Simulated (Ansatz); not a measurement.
Gas-phase electronic energies from Ansatz, PBE0-D4/def2-TZVP geometries. CBS: MP2 limit from def2 TZ/QZ plus the TZ coupled-cluster correction, frozen cores. This one scheme is used for every species. Functionals use def2-TZVPP. B3LYP here is the variant with VWN-RPA as its local correlation; programs differ in this. Each species was taken in one conformer, which may not be the lowest.

`C[Si](N)(O)S` + H₂ → `N[SiH](O)S` + CH₄  (hydrogenolysis of the Si–C bond)

`C[Si](N)(O)S`:

Z-matrix (Å, degrees):
```
C
Si 1 1.858
H 1 1.094 2 110.9
H 1 1.093 2 111.6 3 -120.9
H 1 1.092 2 109.8 3 119.5
N 2 1.711 1 107.3 3 54.3
O 2 1.645 1 112.7 3 -67.6
S 2 2.143 1 111.9 3 -179.6
H 6 1.007 2 121.2 1 162.9
H 6 1.006 2 120.4 1 14.1
H 7 0.959 2 115.0 1 92.0
H 8 1.343 2 93.6 1 -58.1
```

H₂:

Cartesian coordinates in Å:
```
H 0.329 0.176 0.004
H -0.329 -0.176 -0.004
```

`N[SiH](O)S`:

Cartesian coordinates in Å:
```
N 0.045 0.320 1.397
Si -0.077 -0.312 -0.171
O 1.307 -1.055 -0.659
S -0.387 1.268 -1.576
H -0.077 -0.274 2.201
H 0.645 1.105 1.593
H -1.210 -1.269 -0.164
H 1.335 -1.398 -1.554
H -1.581 1.615 -1.066
```

CH₄:

Z-matrix (Å, degrees):
```
C
H 1 1.090
H 1 1.090 2 109.5
H 1 1.090 2 109.5 3 -120.0
H 1 1.090 2 109.5 3 120.0
```

(1) Is it downhill or uphill in electronic energy at CCSD(T)/CBS, and by how much? (An estimate is asked.)

(2) What do these levels give: r2SCAN-D4, B3LYP-D4, PBE-QIDH, BLYP, r2SCANh, MP2/def2-TZVPP? (Estimate.)

Largest T1 diagnostic among the species: 0.011.

Answers

(1) Computed: Downhill: ΔE = -18.3 kJ/mol.

(2) Computed: r2SCAN-D4 -17.2, B3LYP-D4 -21.3, PBE-QIDH -21.5, BLYP -33.3, r2SCANh -20.2, MP2/def2-TZVPP -16.0 kJ/mol.

At CCSD(T), def2-SVP lies −13.4 kJ/mol from the extrapolated value and def2-TZVPP −2.5 kJ/mol. The D4 term adds +11.4 kJ/mol with B3LYP and +6.4 kJ/mol with PBE0; it sums over pairs of atoms, weighted by their polarisabilities, and B3LYP, whose exchange is more repulsive, gets the larger term.
